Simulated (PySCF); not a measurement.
ZrPhCl3, C₆H₅Cl₃Zr (singlet state).
Structure used (PBE0-D3(BJ)/def2-SVP), in Å, numbered top down from 1:
```xyz
15
C6H5Cl3Zr angstrom
Zr    -0.2636    0.1510   -2.6456
C     -0.0102    0.1050   -0.5001
C     -0.9846    0.6514    0.3569
C     -0.8760    0.5088    1.7381
C      0.2080   -0.1803    2.2832
C      1.1857   -0.7264    1.4509
C      1.0776   -0.5840    0.0694
H     -1.8400    1.1975   -0.0545
H     -1.6390    0.9376    2.3925
H      0.2920   -0.2918    3.3668
H      2.0349   -1.2635    1.8799
H      1.8554   -1.0166   -0.5691
Cl     1.8933    0.1335   -3.5469
Cl    -1.4893    2.0898   -3.0768
Cl    -1.4770   -1.7881   -3.1009
```

Computed with TDDFT CAM-B3LYP/def2-SVPD, vertical, gas phase, core orbitals frozen in the response, def2 core potentials past Kr (PySCF). Spin–orbit coupling is left out.

Kohn–Sham orbitals with the atoms that hold most of them (Löwdin shares over 4%, at most four atoms; ? is withheld):

| orbital | ε (eV) | atoms |
| --- | --- | --- |
| LUMO+2 | -0.61 | Zr1 59%, Cl14 13%, Cl13 10%, Cl15 8% |
| LUMO+1 | -1.21 | Zr1 72%, Cl14 8%, Cl13 8%, Cl15 4% |
| LUMO | -1.56 | ? |
| HOMO | -9.02 | C2 23%, C5 21%, C6 16%, C3 16% |
| HOMO-1 | -9.03 | C4 24%, C7 24%, C3 15%, C6 14% |
| HOMO-2 | -9.78 | C2 35%, Zr1 22%, C7 9%, C3 9% |
| HOMO-3 | -10.78 | Cl15 40%, Cl14 29%, Cl13 29% |

(1) Which atoms hold the LUMO, and with what shares?

Answers

(1) Zr1 (bonded to C and 3 Cl) 55%; Cl15 (bonded to Zr) 7%; C2 (bonded to 2 C and Zr) 7%; C5 (bonded to 2 C and H) 7%. By element: zirconium 55%, carbon 14% or more, chlorine 7% or more.

Within 0.005 eV of a neighbour in this list lie HOMO-1/HOMO (point group found: Cs); within a degenerate set the shares of single atoms can hang on how the components are chosen.

Q: The HOMO–LUMO gap is 7.46 eV. Where does the response calculation put the lowest singlet, and from which orbitals?

A: S1 is at 4.37 eV (f = 0.0011), 3.09 eV below the gap, made of HOMO-2→LUMO (94%). Its leading pair isn't HOMO and LUMO; the energies of that pair differ by 8.22 eV. Without the coupling terms of the response equations the lowest excitation would equal the gap.

Q: One configuration dominates each of S1 and S2. Which, and how do the shares of the two leading atoms of either orbital change from the occupied to the empty one?

A: 
- S1 (4.37 eV, f 0.0011), HOMO-2→LUMO (94%): C2 35% → 7%, Zr1 22% → 55%, Cl15 at most 10% → 7%; the Löwdin share of zirconium is 22% in HOMO-2 and 55% in LUMO
- S2 (4.59 eV, f 0.0025), HOMO-2→LUMO+1 (78%): C2 35% → at most 5%, Zr1 22% → 72%, Cl14 at most 10% → 8%; the Löwdin share of zirconium is 22% in HOMO-2 and 72% in LUMO+1

Löwdin shares depend on the basis, the more so with diffuse functions.
